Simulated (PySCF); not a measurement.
Z-matrix (Å, degrees):
```
Zr
Br 1 2.4766
Br 1 2.4766 2 109.47
Br 1 2.4766 2 109.47 3 -120.00
Br 1 2.4766 2 109.47 3 120.00
```
Charge 0, spin multiplicity 1.

**Question.** Estimate the charge on the central atom (Mulliken), HOMO, HOMO–LUMO gap, total energy and LUMO that PySCF with PBE-D3(BJ)/def2-TZVP // r2SCAN-D4/def2-SVP returns for this input.

**Answer.** 
```
Quantity                                       Result
-------------------------------------  --------------
charge on the central atom (Mulliken)          1.14 e
HOMO                                         -7.66 eV
HOMO–LUMO gap                                 4.05 eV
total energy                           -10342.4775 Ha
LUMO                                         -3.61 eV
```
